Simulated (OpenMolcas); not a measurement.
# Fe4+, Ru4+, Os4+: d⁴ down the group

| Quantity | Value |
| --- | --- |
| Program | OpenMolcas |
| Method | SS-CASPT2, IPEA 0.25 Eh, imaginary shift 0.1 Eh |
| Basis | ANO-RCC-VTZP |
| Scalar Hamiltonian | DKH2, point nucleus |
| Spin-orbit coupling | state interaction with AMFI integrals over the reference wave functions, term energies averaged over their components |

Active space for each ion: 4 electrons in 5 orbitals (d); closed shells correlated by CASPT2: Fe4+ 3s 3p; Ru4+ 4s 4p; Os4+ 5s 5p.

Computed levels in cm-1 above ⁵D₀:

```csv
Level,Fe4+,Ru4+,Os4+
⁵D₁,154,492,4370
⁵D₂,452,1311,8230
⁵D₃,876,2330,11230
⁵D₄,1411,3480,13270
³P₀(1),24910,16750,19090
³H₄,25770,18210,21350
³P₁(1),25840,19200,25780
³H₅,26120,19400,26480
³H₆,26490,20380,28830
weight of ⁵D in the lowest level (%),100,97,64
```

Mixed levels, with the weight of the term that names them: Os4+ ⁵D₀ (64 %), Os4+ ⁵D₄ (70 %), Os4+ ³P₀(1) (52 %), Os4+ ³H₄ (57 %).

Measured, with the error of the calculation in %. Measured levels: Fe4+ from Corliss and Sugar, J. Phys. Chem. Ref. Data 11, 135 (1982); Os4+ from the list in Palmeri et al., Atoms 14, 22 (2026).

```json
{"Level": "⁵D₁", "Fe4+": "142 (+8.5)", "Os4+": "4311 (+1.5)"}
{"Level": "⁵D₂", "Fe4+": "417 (+8.3)", "Os4+": "8083 (+1.8)"}
{"Level": "⁵D₃", "Fe4+": "803 (+9.1)", "Os4+": "11018 (+1.9)"}
{"Level": "⁵D₄", "Fe4+": "1283 (+10.0)", "Os4+": "12966 (+2.3)"}
{"Level": "³P₀(1)", "Fe4+": "24055 (+3.5)", "Os4+": ""}
{"Level": "³H₄", "Fe4+": "24932 (+3.4)", "Os4+": "20374 (+4.8)"}
{"Level": "³P₁(1)", "Fe4+": "24973 (+3.5)", "Os4+": "24680 (+4.5)"}
{"Level": "³H₅", "Fe4+": "25226 (+3.5)", "Os4+": "25344 (+4.5)"}
{"Level": "³H₆", "Fe4+": "25528 (+3.8)", "Os4+": "27669 (+4.2)"}
```

The fine-structure level ⁵D₄ changes by a factor of 9.4 from Fe4+ to Os4+.

Without spin-orbit coupling ³P(1) lies 25740, 18400, 16330 cm-1 above ⁵D in that order; the difference to the level ³P₀(1), of either sign, comes from spin-orbit coupling, which also lowers the zero.

Term energies are means over components that CASPT2 splits; among the terms shown or strongly mixed into the levels shown the widest spread is 110 cm-1 (5d⁴ ³F(1), Os4+). Terms from blocks run as CI alone lack orbitals of their own. Measured partners are found by configuration, term and J. A level has none where our copy of the source lacks it or the pairing is in doubt (some pairs that miss far off the trend of their configuration count as doubtful), and it then counts in no deviation. Levels of configurations outside the active space are missing.

A number in round brackets counts repeated terms of one configuration in the order of the reference energies.
